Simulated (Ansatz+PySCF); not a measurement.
Values are calculated unless marked as measured or tabulated.
Input for PySCF 2.14.0:

```python
from pyscf import gto, scf, cc

mol = gto.M(atom="""
Be 0.000000 0.000000 0.000000
Al 0.961950 1.282590 2.776900
""", basis='6-31g', charge=1, spin=0)
mf = scf.RHF(mol)
mf.kernel()
mycc = cc.CCSD(mf, frozen=5).run()
et = mycc.ccsd_t()
print(mf.e_tot, mycc.e_corr, et, mycc.e_tot + et)
```

The script is written out from the run's settings.

Output:

| Item | Value |
| --- | --- |
| Converged | yes |
| Reference energy | -256.23362 hartree |
| CCSD correlation energy | -0.07769 hartree |
| Triples correction | -0.00045 hartree |
| Total energy | -256.31177 hartree |
| Spin squared of the determinant | 0.000 |
